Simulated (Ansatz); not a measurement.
`CN[SiH]([SiH3])Cl` + H₂ → `[SiH3][SiH2]Cl` + CH₃NH₂ at 500 K and 1 bar (hydrogenolysis of the Si–N bond).

Calculated with Ansatz (gas phase, PBE0-D4/def2-TZVP geometries, no zero-point term in ΔE). CBS: MP2 limit from def2 TZ/QZ plus the TZ coupled-cluster correction, frozen cores. This one scheme is used for every species. Each species was taken in one conformer, which may not be the lowest.

```tsv
species	CCSD(T)/CBS energy (Eh)	H − E (kJ/mol)	S (J/(mol·K))
`CN[SiH]([SiH3])Cl`	-1135.57158	295.3	473.7
H₂	-1.17544	41.0	145.5
`[SiH3][SiH2]Cl`	-1040.97629	152.8	377.4
CH₃NH₂	-95.75281	191.8	270.3
```

H − E and S are ideal-gas, rigid-rotor, harmonic terms from PBE0-D4/def2-TZVP, for one conformer and one mirror image of each species. The MP2-based limit puts H₂ 0.8 mEh under its directly extrapolated value; such offsets cancel only in part. 1 Eh = 2625.50 kJ/mol, R = 8.31446 J/(mol·K).

Problem. By hand: ΔE, ΔH, ΔS and ΔG.

Solution. ΔE = (-1040.97629) + (-95.75281) − (-1135.57158) − (-1.17544) = 0.01792 Eh = 47.0 kJ/mol. Δ(H − E) = 152.8 + 191.8 − 295.3 − 41.0 = 8.3, so ΔH = 55.3 kJ/mol. ΔS = 377.4 + 270.3 − 473.7 − 145.5 = 28.5 J/(mol·K). ΔG = 55.3 − 500 × (28.5)/1000 = 41.0 kJ/mol.

Problem. By hand: the equilibrium constant, and the temperature at which ΔG would vanish if ΔH and ΔS stayed fixed.

Solution. log₁₀ K = −ΔG/(RT ln 10) = -4.3. ΔG = 0 at ΔH/ΔS = 1940 K.

ΔH outweighs TΔS. A doubt of 5 kJ/mol in ΔE shifts log₁₀ K by 0.5 here. Other conformers and mirror images would add mixing entropy, several J/(mol·K) or more a flexible species. These are equilibria of isolated gas molecules and say nothing of rates. Largest T1 diagnostic: 0.011 (customary marks: 0.02 for closed shells, 0.045 for open ones).
